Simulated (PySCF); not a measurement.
**Excitation energy of Cd by level of theory**

Cd [Kr] 4d10 5s2 (1S) → Cd [Kr] 4d9 5s2 5p1 (high-spin determinant), as a difference of total energies. Computed with PySCF 2.14 in def2-TZVPPD with the def2 core potential (28 electrons), with scalar relativity through the core potential. Correlated levels: valence: 4s2 4p6 frozen. The calculations carry no spin-orbit coupling.

```json
{"method": "UHF", "excitation energy (eV)": "10.914"}
{"method": "MP2 (valence)", "excitation energy (eV)": "12.520"}
{"method": "SCS-MP2 (valence)", "excitation energy (eV)": "12.369"}
{"method": "CCSD (valence)", "excitation energy (eV)": "12.138"}
{"method": "CCSD(T) (valence)", "excitation energy (eV)": "12.199"}
```

**Question.** How much does correlation contribute at CCSD(T) (valence)?

**Answer.** 12.199 − (10.914) = 1.285 eV, measured against UHF.

The upper state lies above the first ionisation limit, where it may autoionise and the basis confines it.

The determinant of the upper state mixes LS terms, which raises its energy above the lowest term, most at the Hartree-Fock and MP2 levels.
